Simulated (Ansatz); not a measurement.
Ansatz results at the PBE0-D4/def2-TZVP geometry: HOMO–LUMO gap (B3LYP/def2-TZVPP) 5.15 eV; size of the dipole moment (ωB97M-V/def2-TZVPP) 5.96 D; LUMO energy (PBE0/def2-TZVPP) -0.69 eV.

Each molecule was computed in one conformer, which needn't be the lowest.

(1) Which molecule gave them?
A. `CC(C)C(=O)CC(=O)C(C)(C)C`
B. `CN/C=C/C(=O)C(C)C`
C. `CC(C)/C(O)=C/C(=O)C(C)(C)C`
D. `O=C(/C=C/O)C(F)(F)F`

## Answers

(1) B. The others give `CC(C)C(=O)CC(=O)C(C)(C)C`: 5.64, 1.67, -1.05; `CC(C)/C(O)=C/C(=O)C(C)(C)C`: 5.35, 2.85, -1.14; `O=C(/C=C/O)C(F)(F)F`: 5.41, 4.06, -2.08.

B3LYP here is the variant with VWN-RPA as its local correlation; programs differ in this.
